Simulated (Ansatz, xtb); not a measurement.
Relative energy of two structures of GeH4OSn

Structure X is `[GeH3][O][SnH]`, a singlet and structure Y is a singlet given by its coordinates. Both are isolated molecules in the gas phase, relaxed with BLYP-D3(BJ)/def2-SVP; the shapes shown needn't be the lowest conformers.

X (Å):

```yaml
atoms:
  - { symbol: Ge, position_ang: [-1.4379, -0.7156, 1.5350] }
  - { symbol: O, position_ang: [0.2965, -0.4036, 1.1288] }
  - { symbol: Sn, position_ang: [1.4465, -0.8363, -0.4934] }
  - { symbol: H, position_ang: [-1.4718, -1.5674, 2.8379] }
  - { symbol: H, position_ang: [-2.1198, 0.6619, 1.7834] }
  - { symbol: H, position_ang: [-2.1354, -1.4723, 0.3640] }
  - { symbol: H, position_ang: [0.1106, -1.6708, -1.4384] }
```

Y (Å):

```xyz
7

Ge   -0.0996   -0.9629    1.4064
O     0.5846   -1.4064   -0.4576
Sn    0.1111    0.6796   -1.2061
H    -0.7142    0.5242    0.6734
H    -1.5029    0.0526   -1.7805
H    -0.0479   -2.0393   -0.8556
H     1.2930   -0.2089    1.7294
```

Close contacts (Å): Ge1–O2 2.03, Ge1–Sn3 3.09, O2–Sn3 2.27, Ge1–H4 1.77, Ge1–H7 1.62, O2–H6 0.98, Sn3–H4 2.06, Sn3–H5 1.82.

Problem. Estimate E(Y) − E(X) at the level CCSD(T)/def2-TZVP.

Solution. Calculated at CCSD(T)/def2-TZVP: E(Y) − E(X) = +11.7 kcal/mol, so structure X lies lower.

Level by level:

```json
{"level": "BLYP-D3(BJ)/def2-SVP", "geometry": "BLYP-D3(BJ)/def2-SVP", "E(Y) − E(X) (kcal/mol)": "+0.6", "departure from the last row (kcal/mol)": "−11.0", "job, with rough time for the two": "optimisation, 45 s"}
{"level": "HF/def2-TZVP", "geometry": "BLYP-D3(BJ)/def2-SVP", "E(Y) − E(X) (kcal/mol)": "+17.1", "departure from the last row (kcal/mol)": "+5.4", "job, with rough time for the two": "part of the CCSD(T) run"}
{"level": "MP2/def2-TZVP", "geometry": "BLYP-D3(BJ)/def2-SVP", "E(Y) − E(X) (kcal/mol)": "+13.6", "departure from the last row (kcal/mol)": "+2.0", "job, with rough time for the two": "part of the CCSD(T) run"}
{"level": "CCSD(T)/def2-TZVP", "geometry": "BLYP-D3(BJ)/def2-SVP", "E(Y) − E(X) (kcal/mol)": "+11.7", "departure from the last row (kcal/mol)": "", "job, with rough time for the two": "single point, 84 s"}
```

None of the levels shown reverses the order. The largest departure from CCSD(T)/def2-TZVP is that of BLYP-D3(BJ)/def2-SVP, 11.0 kcal/mol. Levels run at GFN2-xTB geometries aren't shown.

With harmonic frequencies from BLYP-D3(BJ)/def2-SVP (ideal gas, rigid rotor, one conformer each, 298.15 K, 1 atm): on the last row, ΔE + ΔZPE = +13.0, ΔH = +12.7, ΔG = +13.8 kcal/mol.

The correlated steps freeze 14 core orbitals; the filled d shell of Ge and Sn is correlated, in a basis made for valence electrons. Atoms past krypton carry core potentials in the def2 sets and no spin–orbit term is included. Mirror images aren't counted in ΔG. Programs: Ansatz 0.2.0; the last row on 2 threads of Intel(R) Xeon(R) Platinum 8259CL CPU @ 2.50GHz (Skylake/Cascade Lake) on a shared host.
